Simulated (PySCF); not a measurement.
[Y(H2O)6]3+ (charge +3 and singlet state).
Cartesian coordinates in Å at the PBE0-D3(BJ)/def2-SVP level; atoms count from 1:
```xyz
19
H12O6Y angstrom
Y      0.0021    0.0001    0.0024
O      0.1213    0.1339    2.3116
H      0.0764    0.9345    2.8693
H      0.2196   -0.5974    2.9516
O     -0.1342   -0.1300   -2.3070
H     -0.1912    0.6047   -2.9481
H     -0.1558   -0.9331   -2.8624
O      2.3118    0.0897   -0.1428
H      2.9570    0.1803    0.5850
H      2.8636    0.0635   -0.9484
O     -2.3084   -0.0990    0.1456
H     -2.8600   -0.1010    0.9516
H     -2.9537   -0.1646   -0.5846
O     -0.1247    2.3115   -0.1040
H     -0.9275    2.8676   -0.0960
H      0.6088    2.9533   -0.1686
O      0.1219   -2.3076    0.1232
H     -0.6118   -2.9461    0.2135
H      0.9221   -2.8668    0.0928
```

Theory: PySCF 2.14.0, PBE0-D3(BJ)/def2-SVP geometry optimisation, gas phase, def2 core potentials past Kr.

Q: Which atoms are bound to Y1, and at what distances?

A: 6 atoms: O17 2.314 Å, O8 2.316 Å, O2 2.316 Å, O5 2.317 Å, O11 2.317 Å, O14 2.317 Å. The nearest atom not counted as bound is H19, at 3.01 Å (others tie with it).

Q: List the angles at Y1.

A: 
```json
{"angle": "O8–Y1–O11", "degrees": "179.8", "distance of the outer atoms (Å)": "4.63"}
{"angle": "O14–Y1–O17", "degrees": "179.6", "distance of the outer atoms (Å)": "4.63"}
{"angle": "O2–Y1–O5", "degrees": "179.6", "distance of the outer atoms (Å)": "4.63"}
{"angle": "O8–Y1–O14", "degrees": "90.8", "distance of the outer atoms (Å)": "3.30"}
{"angle": "O2–Y1–O8", "degrees": "90.5", "distance of the outer atoms (Å)": "3.29"}
{"angle": "O5–Y1–O14", "degrees": "90.4", "distance of the outer atoms (Å)": "3.29"}
{"angle": "O11–Y1–O17", "degrees": "90.3", "distance of the outer atoms (Å)": "3.28"}
{"angle": "O2–Y1–O17", "degrees": "90.2", "distance of the outer atoms (Å)": "3.28"}
{"angle": "O5–Y1–O11", "degrees": "90.0", "distance of the outer atoms (Å)": "3.28"}
{"angle": "O5–Y1–O17", "degrees": "89.9", "distance of the outer atoms (Å)": "3.27"}
{"angle": "O5–Y1–O8", "degrees": "89.9", "distance of the outer atoms (Å)": "3.27"}
{"angle": "O2–Y1–O11", "degrees": "89.6", "distance of the outer atoms (Å)": "3.26"}
{"angle": "O2–Y1–O14", "degrees": "89.5", "distance of the outer atoms (Å)": "3.26"}
{"angle": "O11–Y1–O14", "degrees": "89.5", "distance of the outer atoms (Å)": "3.26"}
{"angle": "O8–Y1–O17", "degrees": "89.4", "distance of the outer atoms (Å)": "3.26"}
```

Q: What is the shape at Y1?

A: Octahedral: the three widest angles are 179.8°, 179.6° and 179.6°, the others run from 89.4° to 90.8°.

Q: What are the other bond lengths?

A: O2–H3 and 11 like bonds 0.977 Å.

Charge +3, singlet. The ion is multiply charged and computed without counter-ions or solvent. Whether it is a minimum is left open (no frequencies).
